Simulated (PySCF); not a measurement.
## Correlation energy of Pb (lead, neutral)

[Xe] 4f14 5d10 6s2 6p2, high-spin 3P determinant. Calculation: PySCF 2.14, in aug-cc-pwCVTZ-PP with ECP60MDF (8s7p6d4f1g, 96 functions); a scalar-relativistic core potential. Frozen: 5s2 5p6 5d10; 4 electrons correlated.

```json
{"level": "CCSD", "correlation energy (mhartree)": "-48.42"}
{"level": "(T)", "correlation energy (mhartree)": "-1.19"}
{"level": "CCSD(T)", "correlation energy (mhartree)": "-49.61"}
```

Diagnostics: T1 = 0.0077, D1 = 0.0197, largest double amplitude 0.052.

Spin-orbit coupling is strong in this species (close to jj coupling), so the high-spin LS determinant is a model state, not a physical level.

Cost of the coupled-cluster step: roughly 17 core-seconds, for 4 correlated electrons.

Spin-orbit coupling is strong in this species, so the high-spin LS determinant is a model state.
